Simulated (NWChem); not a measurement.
System: CH2BrF; SMILES FCBr

Input file for NWChem:

```
start job
memory heap 200 mb stack 900 mb global 1100 mb
geometry units angstroms noautoz
  F      0.414631     1.966928     0.000000
  C     -0.614916     1.085828     0.000000
  Br     0.062993    -0.768383     0.000000
  H     -1.208518     1.196741     0.907552
  H     -1.208518     1.196741    -0.907552
end
basis spherical
  F library 6-31g*
  C library 6-31g*
  Br library 6-31g*
  H library 6-31g*
end
dft
  xc bhlyp
  iterations 150
  mulliken
end
task dft energy
```

Coordinates come from a B3LYP/6-31G* (spherical d) optimisation.

Task: What results follow from this input? (BHandHLYP/6-31G* (spherical d).) Quantities: energy (Ha); highest occupied level (eV); orbital gap (eV); dipole (D).

Result: 
```
Quantity                       Result
---------------------------  --------
energy (Ha)                  -2712.91
highest occupied level (eV)     -9.37
orbital gap (eV)                10.21
dipole (D)                       2.02
```
